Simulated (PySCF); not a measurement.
C10H10Os, singlet (GFN2-xTB optimised geometry):

```
21

Os    -0.024     0.016     0.000
C      1.778     0.260    -1.329
C      2.228     0.016     0.000
C      1.778     1.089     0.821
C      1.049     1.996     0.000
C      1.049     1.484    -1.329
H      2.059    -0.307    -2.204
H      2.908    -0.767     0.302
H      2.059     1.257     1.851
H      0.685     2.967     0.302
H      0.685     2.001    -2.204
C     -1.223    -1.179     1.484
C     -1.011    -1.981     0.326
C     -1.646    -1.340    -0.775
C     -2.250    -0.142    -0.298
C     -1.989    -0.043     1.098
H     -0.971    -1.456     2.498
H     -0.571    -2.967     0.314
H     -1.768    -1.758    -1.764
H     -2.908     0.502    -0.864
H     -2.415     0.688     1.770
```

Computed with PBE0/def2-SVP, def2 effective core potentials past Kr in PySCF.

Q: What are the frontier orbital energies and the dipole moment?

A: HOMO-2 -5.89 eV, HOMO-1 -5.64 eV, HOMO -5.64 eV, LUMO 0.59 eV, LUMO+1 0.59 eV; dipole moment 0.00 D.

On the same geometry PBE/def2-SVP, def2 effective core potentials past Kr (PySCF) gives HOMO-2 -4.59 eV, HOMO-1 -4.50 eV, HOMO -4.50 eV, LUMO -0.52 eV, LUMO+1 -0.52 eV; dipole moment 0.00 D.
